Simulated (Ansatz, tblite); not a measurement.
Cost and result up the ladder for NiH2(PH3)2 (NiP2H8) (11 atoms). Charge 0, multiplicity 1. Geometry: PBE-D4/def2-SVP.

```xyz
11

Ni    0.2072    0.3659   -0.6429
H     0.9111    1.3410   -1.6115
H     0.2999    0.7808   -2.1274
P    -1.2057   -1.1876   -0.6352
H    -1.6342   -1.8885    0.5539
H    -0.9965   -2.3947   -1.3978
H    -2.5475   -0.9867   -1.1267
P     1.0096    0.8472    1.2371
H     0.8853    2.1741    1.7905
H     2.4276    0.7623    1.4911
H     0.6431    0.1861    2.4689
```

Ansatz on 4 threads of Arm Neoverse V1 on a shared host; xTB runs through tblite on one thread. Times are rough, summed over both states, and most runs start from the orbitals of an earlier one. ωB97M-V/def2-TZVP serves as the yardstick here, not as an exact answer. The other state is a triplet at its own geometry.

The xTB rows come from tblite. Correlated methods freeze 15 core orbitals; core or outer-core shells of Ni are correlated, in sets that lack core-valence functions. In the singlet, H2 and H3 lie 0.98 Å apart (atoms count from 1), so these atoms are partly bonded to each other.

Run but left out: HF/STO-3G, BHLYP-D4/def2-TZVP (singlet: restricted singlet, unstable in another Hartree–Fock run and untested here).

Correlated methods converge slowly with the basis.

xTB has no spin-polarisation term.

| level | functions | triplet − singlet (eV) | difference from ωB97M-V/def2-TZVP (eV) |
| --- | --- | --- | --- |
| GFN2-xTB | 35 | 2.01 | 0.43 |
| RPA@PBE/def2-TZVP | 167 | 1.66 | 0.09 |
| ωB97X-V/def2-TZVP | 167 | 1.61 | 0.04 |
| r2SCANh-D4/def2-TZVP | 167 | 1.47 | -0.10 |
| PBE0-D4/def2-TZVP | 167 | 1.51 | -0.07 |
| r2SCAN-D4/def2-TZVP | 167 | 1.61 | 0.04 |
| BLYP-D4/def2-TZVP (with forces) | 167 | 1.80 | 0.23 |
| GFN1-xTB | 43 | 2.31 | 0.74 |
| PBE-D4/def2-TZVP | 167 | 1.87 | 0.30 |
| ωB97M-V/def2-TZVP | 167 | 1.57 | 0.00 |

Task: Estimate how long each takes.

Result: GFN2-xTB 0.01 s; GFN1-xTB 0.014 s; PBE-D4/def2-TZVP 5 s; BLYP-D4/def2-TZVP (with forces) 5.4 s; RPA@PBE/def2-TZVP 9.1 s; PBE0-D4/def2-TZVP 9.4 s; r2SCAN-D4/def2-TZVP 11 s; r2SCANh-D4/def2-TZVP 14 s; ωB97X-V/def2-TZVP 27 s; ωB97M-V/def2-TZVP 31 s. On shared hardware such times vary by a factor of up to 3.
